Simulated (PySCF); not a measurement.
C2H3O, charge -1, singlet, geometry from GFN2-xTB (in this run its highest filled SCF level lies above zero, so its values depend strongly on the basis, on diffuse functions most of all); M06L/cc-pVDZ (PySCF).

Here is a job for PySCF.
```python
from pyscf import gto, scf, dft

mol = gto.M(
    atom='''
C     0.127583    0.839095   -0.405871
O     0.013057   -0.004490    0.836683
C     0.012670   -0.632532   -0.405193
H    -0.935522    1.248997   -0.582296
H    -0.913411   -1.197667   -0.639897
H     0.902964   -1.254789   -0.604892
''',
    basis='cc-pvdz',
    charge=-1,
    spin=0,
    verbose=4,
)

mf = dft.RKS(mol)
mf.xc = 'm06l'
mf.grids.prune = dft.gen_grid.treutler_prune
mf.kernel()
```

It wrote (shortened):

```
PySCF version 2.14.0

[INPUT] verbose = 4
[INPUT] num. atoms = 6
[INPUT] num. electrons = 24
[INPUT] charge = -1
[INPUT] spin (= nelec alpha-beta = 2S) = 0
[INPUT] symmetry False subgroup None
[INPUT] Mole.unit = angstrom
[INPUT] Symbol           X                Y                Z      unit          X                Y                Z       unit  Magmom
[INPUT]  1 C      0.127583000000   0.839095000000  -0.405871000000 AA    0.241096928150   1.585659742492  -0.766985031903 Bohr   0.0
[INPUT]  2 O      0.013057000000  -0.004490000000   0.836683000000 AA    0.024674154008  -0.008484870299   1.581101723079 Bohr   0.0
[INPUT]  3 C      0.012670000000  -0.632532000000  -0.405193000000 AA    0.023942829998  -1.195312245023  -0.765703797591 Bohr   0.0
[INPUT]  4 H     -0.935522000000   1.248997000000  -0.582296000000 AA   -1.767880363505   2.360262260403  -1.100379963430 Bohr   0.0
[INPUT]  5 H     -0.913411000000  -1.197667000000  -0.639897000000 AA   -1.726096629165  -2.263262618429  -1.209230077931 Bohr   0.0
[INPUT]  6 H      0.902964000000  -1.254789000000  -0.604892000000 AA    1.706354660342  -2.371207554117  -1.143080214940 Bohr   0.0

nuclear repulsion = 67.501181794738
number of shells = 24
number of NR pGTOs = 99
number of NR cGTOs = 57
basis = cc-pvdz
ecp = {}

******** <class 'pyscf.dft.rks.RKS'> ********
method = RKS
initial guess = minao
damping factor = 0
level_shift factor = 0
DIIS = <class 'pyscf.scf.diis.CDIIS'>
diis_start_cycle = 1
diis_space = 8
diis_damp = 0
SCF conv_tol = 1e-09
SCF conv_tol_grad = None
SCF max_cycles = 50
direct_scf = True
direct_scf_tol = 1e-13
XC library pyscf.dft.libxc version 7.1.2
    S. Lehtola, C. Steigemann, M. J. T. Oliveira, and M. A. L. Marques,  SoftwareX 7, 1–5 (2018)
XC functionals = m06l
    Y. Zhao and D. G. Truhlar,  J. Chem. Phys. 125, 194101 (2006)
    Y. Zhao and D. G. Truhlar,  J. Chem. Phys. 125, 194101 (2006)
    Y. Zhao and D. G. Truhlar,  Theor. Chem. Acc. 120, 215 (2008)
radial grids:
    Treutler-Ahlrichs [JCP 102, 346 (1995); DOI:10.1063/1.469408] (M4) radial grids

becke partition: Becke, JCP 88, 2547 (1988); DOI:10.1063/1.454033
pruning grids: <function treutler_prune>
grids dens level: 3
symmetrized grids: False
atomic radii adjust function: <function treutler_atomic_radii_adjust>
small_rho_cutoff = 0
Set gradient conv threshold to 3.16228e-05
Initial guess from minao.
tot grids = 61952
init E= -153.321506285011
  HOMO = -0.240117321135001  LUMO = 0.0039849809109076  gap/eV = 6.64236
cycle= 1 E= -152.977895706015  delta_E= 0.344  |g|= 0.706  |ddm|= 2.38
  HOMO = 0.254146069050466  LUMO = 0.290864266721977  gap/eV = 0.99915
cycle= 2 E= -152.623194715043  delta_E= 0.355  |g|= 1.43  |ddm|= 3.42
  HOMO = 0.144021074288477  LUMO = 0.28690880586298  gap/eV = 3.88817
cycle= 3 E= -153.089458252957  delta_E= -0.466  |g|= 0.213  |ddm|= 2.78
  HOMO = 0.112769899978811  LUMO = 0.279505650925506  gap/eV = 4.53711
cycle= 4 E= -153.098366415139  delta_E= -0.00891  |g|= 0.0977  |ddm|= 0.278
  HOMO = 0.122078808812933  LUMO = 0.282016669833681  gap/eV = 4.35213
cycle= 5 E= -153.100560260246  delta_E= -0.00219  |g|= 0.019  |ddm|= 0.118
  HOMO = 0.121133555559426  LUMO = 0.283462157056451  gap/eV = 4.41719
cycle= 6 E= -153.100644056741  delta_E= -8.38e-05  |g|= 0.00697  |ddm|= 0.0236
  HOMO = 0.121341672190369  LUMO = 0.283156230637221  gap/eV = 4.40320
cycle= 7 E= -153.100655612206  delta_E= -1.16e-05  |g|= 0.00182  |ddm|= 0.00817
  HOMO = 0.121161257922195  LUMO = 0.283257840427922  gap/eV = 4.41087
cycle= 8 E= -153.100656509804  delta_E= -8.98e-07  |g|= 0.000422  |ddm|= 0.00315
  HOMO = 0.121131948255611  LUMO = 0.2832324393689  gap/eV = 4.41098
cycle= 9 E= -153.100656566845  delta_E= -5.7e-08  |g|= 7.69e-05  |ddm|= 0.000852
  HOMO = 0.12112201827123  LUMO = 0.283230128853661  gap/eV = 4.41119
cycle= 10 E= -153.100656568955  delta_E= -2.11e-09  |g|= 1.76e-05  |ddm|= 0.000299
  HOMO = 0.121122827035871  LUMO = 0.283233591411449  gap/eV = 4.41126
cycle= 11 E= -153.100656569056  delta_E= -1.01e-10  |g|= 6.91e-06  |ddm|= 5.47e-05
  HOMO = 0.121120957340232  LUMO = 0.28323314964248  gap/eV = 4.41130
Extra cycle  E= -153.100656569051  delta_E= 5.12e-12  |g|= 8.92e-06  |ddm|= 1.99e-05
converged SCF energy = -153.100656569051
```
